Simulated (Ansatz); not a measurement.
Start from `[CH2]1[CH2][GeH2]1` and change one atom or group to get `C[CH]1[CH2][GeH2]1`.

Ansatz, PBE0-D4/def2-TZVP geometries, multiplicity 1. 

Scalar relativity is left out up to krypton.

| property | `[CH2]1[CH2][GeH2]1` |
| --- | --- |
| LUMO energy (PBE/def2-TZVPP) / eV | -0.25 |
| HOMO energy (PBE/def2-TZVPP) / eV | -5.41 |
| HOMO energy (ωB97M-V/def2-TZVPP) / eV | -8.56 |
| size of the dipole moment (PBE/def2-TZVPP) / D | 0.19 |
| size of the dipole moment (B3LYP/def2-TZVPP) / D | 0.10 |
| HOMO–LUMO gap (ωB97M-V/def2-TZVPP) / eV | 10.85 |

Problem. What does the change do to each property? (An estimate is asked.)

Solution. Computed: 
```json
{"property": "LUMO energy (PBE/def2-TZVPP) / eV", "`C[CH]1[CH2][GeH2]1`": "-0.27", "shift": "-0.02"}
{"property": "HOMO energy (PBE/def2-TZVPP) / eV", "`C[CH]1[CH2][GeH2]1`": "-5.23", "shift": "0.18"}
{"property": "HOMO energy (ωB97M-V/def2-TZVPP) / eV", "`C[CH]1[CH2][GeH2]1`": "-8.35", "shift": "0.21"}
{"property": "size of the dipole moment (PBE/def2-TZVPP) / D", "`C[CH]1[CH2][GeH2]1`": "0.37", "shift": "0.18"}
{"property": "size of the dipole moment (B3LYP/def2-TZVPP) / D", "`C[CH]1[CH2][GeH2]1`": "0.30", "shift": "0.20"}
{"property": "HOMO–LUMO gap (ωB97M-V/def2-TZVPP) / eV", "`C[CH]1[CH2][GeH2]1`": "10.63", "shift": "-0.22"}
```

Dipoles are sizes alone; their direction can turn.

B3LYP here is the variant with VWN-RPA as its local correlation; programs differ in this.
